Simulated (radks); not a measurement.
Problem. The vanadium ion V13+ is in [Ne]. Calculated with a radial shooting solver on a logarithmic mesh with Libxc functionals: scalar-relativistic Kohn-Sham, PBE, spin-polarised, spherical densities, finite nucleus; Fermi nuclear charge, rms radius of each element as measured or else 0.836 A^(1/3) + 0.57 fm. Open shells are filled with parallel spins first. One electron is removed from 2s, 1s, 2p in turn, with full relaxation. Which removal costs least, and what does each cost?

Solution. 2p 898.45 eV; 2s 989.82 eV; 1s 5870.7 eV. The 2p electron leaves first.
